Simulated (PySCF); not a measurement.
# Pb(OH)₃, doublet: structure and spectrum

Computed with UPBE0 in PySCF with Pb def2-SVP with ECP60, O def2-SVP, H def2-SVP; scalar-relativistic core potentials, no spin–orbit coupling; density-fitted integrals.

The structure is a minimum.

| Item | Value |
| --- | --- |
| Point group | C3 |
| Bond lengths | O–H 0.968 Å (×3), Pb–O 2.131 Å (×3) |
| Bond angles | H–O–Pb 108.8° (×3), O–Pb–O 104.7° (×3) |
| Lowest empty level (β) | -4.48 eV |
| Principal quadrupole moments (Buckingham, traceless) about the centre of mass | -0.64, -0.64, 1.28 D Å |
| Highest occupied level (α) | -7.30 eV |
| Rotational constants | 0.1287, 0.1287, 0.08449 cm⁻¹ |
| Rotational symmetry number | 3 |
| Entropy at 298.15 K and 1 bar (electronic part: spin only) | 370.0 J/(mol K) |
| Principal polarisabilities | 39.2, 63.0, 63.0 bohr³ |
| Enthalpy at 298.15 K above 0 K | 22.70 kJ/mol |
| Dipole moment | 1.72 D |
| Atomisation energy without zero-point energy | 2052 kJ/mol |
| Heat capacity Cp at 298.15 K | 105.2 J/(mol K) |
| Zero-point energy | 97.1 kJ/mol |
| Spin squared ⟨S²⟩ | 0.765 |

Harmonic modes (masses in u: Pb 207.977, O 15.995, H 1.008):
| symmetry | ω (cm⁻¹) | IR (km/mol, summed over degenerate members) |
| --- | --- | --- |
| e | 76 | 44.7 |
| a | 115 | 9.0 |
| a | 200 | 239 |
| e | 213 | 51.4 |
| e | 480 | 69.9 |
| a | 482 | 11.8 |
| a | 780 | 55.8 |
| e | 803 | 168 |
| e | 3838 | 255 |
| a | 3842 | 18.4 |

In C3 the vibrations span 5e + 5a.

Charges (e):
```
  atom  Mulliken  Löwdin  polar tensor  spin (Mulliken)  Mayer order to Pb1
   Pb1      0.85    0.66          1.02             0.24                   –
O2,3,4     -0.48   -0.29         -0.60             0.26                0.86
H5,6,7      0.19    0.07          0.26             0.00                0.03
```
Other Mayer orders above 0.3: O–H 0.96 (×3).

Mulliken populations on Pb1 (electrons outside its core potential): s 3.66, p 7.29, d 10.20.

Only a few start shapes were tried, so a lower isomer may exist. No spin–orbit coupling is included, which matters more the heavier the element.

The final relaxation and frequency run took roughly 8 core-minutes on a shared host.
